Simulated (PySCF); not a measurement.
## Magnetisability: `[H]/N=C/C(=C)[SiH3]`, C3H7NSi

Geometry:
| atom | x (Å) | y (Å) | z (Å) |
| --- | --- | --- | --- |
| C1 | -0.298 | -1.320 | -1.181 |
| C2 | -0.039 | -0.355 | -0.302 |
| Si3 | -1.246 | 0.975 | 0.297 |
| C4 | 1.269 | -0.230 | 0.308 |
| N5 | 1.434 | 0.712 | 1.130 |
| H6 | 0.446 | -2.048 | -1.476 |
| H7 | -1.267 | -1.422 | -1.640 |
| H8 | -1.440 | 0.840 | 1.738 |
| H9 | -0.739 | 2.292 | -0.076 |
| H10 | -2.519 | 0.724 | -0.397 |
| H11 | 2.042 | -0.959 | 0.022 |
| H12 | 2.357 | 0.789 | 1.551 |

Method used: GIAO HF/pcSseg-1 magnetisability, rotational g tensor and spin-rotation constants, non-relativistic, gas phase in PySCF. Geometry: GFN2-xTB.

Q: How diamagnetic is it, and how anisotropic?

A: Isotropic -790 × 10⁻³⁰ J/T², or -47.6 × 10⁻⁶ cm³/mol; principal values -1028, -708, -633 × 10⁻³⁰ J/T², anisotropy 363 × 10⁻³⁰ J/T² (root of half the summed squared differences of the principal values). The susceptibility is in cgs units.

Q: Split it along the inertial axes a, b, c into diamagnetic and paramagnetic parts about the centre of mass, with the quadrupole moment.

A: 
```
axis  χ (10⁻⁶ cm³/mol)  diamagnetic (10⁻⁶ cm³/mol)  paramagnetic (10⁻⁶ cm³/mol)  summed x² of all electrons (Å²)  quadrupole Θ (D Å)
   a             -39.5                      -348.2                        308.7                             79.8               +5.75
   b             -41.2                      -388.7                        347.5                             70.3                0.00
   c             -61.9                      -636.8                        574.9                             11.8               -5.75
```
Anisotropies 2χaa − χbb − χcc = +24.1 and 2χbb − χaa − χcc = +19.0 × 10⁻⁶ cm³/mol. Θ is traceless in Buckingham's convention.

Q: And the rotational g tensor?

A: 
```csv
axis,rotational constant (GHz),g,nuclear part,electronic part
a,4.7148,-0.0713,0.6124,-0.6838
b,4.0045,-0.0510,0.6027,-0.6537
c,2.2219,-0.0032,0.5969,-0.6001
```
Asymmetric top; isotopes 12C, 1H, 14N, 28Si; no vibrational averaging.
